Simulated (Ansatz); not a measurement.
A structure relaxed at r2SCAN-D4/def2-SVP in Ansatz, charge 0, singlet:

```xyz
28

Si    0.494    0.959   -0.903
C    -0.348    1.872   -2.315
H    -0.814    1.176   -3.033
H     0.378    2.484   -2.876
H    -1.135    2.548   -1.942
C     1.316    2.210    0.240
H     0.560    2.835    0.743
H     1.975    2.878   -0.341
H     1.935    1.738    1.019
C     1.848   -0.151   -1.613
H     2.379   -0.718   -0.831
H     2.604    0.449   -2.149
H     1.431   -0.881   -2.327
N    -0.808    0.094   -0.114
C    -0.781   -0.950    0.915
C     0.345   -0.661    1.911
C    -2.126   -0.930    1.655
C    -0.565   -2.339    0.287
H    -1.639    0.008   -0.698
H     0.357   -1.419    2.710
H     1.332   -0.686    1.419
H     0.213    0.330    2.372
H    -2.295    0.057    2.112
H    -2.164   -1.699    2.443
H    -2.956   -1.127    0.955
H     0.402   -2.380   -0.239
H    -1.359   -2.556   -0.447
H    -0.579   -3.138    1.047
```

Task: Give its formula, name or SMILES.

Result: SiMe3(NHtBu) (C7H19NSi).

Task: Summarise the bond lengths by kind (pairs closer than 1.2 times the sum of covalent radii, bridged metal pairs left out).

Result: 3 × C–C 1.53 to 1.54 Å; 3 × C–Si 1.88 to 1.89 Å; 1 × C–N 1.47 Å; 1 × N–Si 1.75 Å; 18 × C–H 1.10 Å; 1 × H–N 1.02 Å.
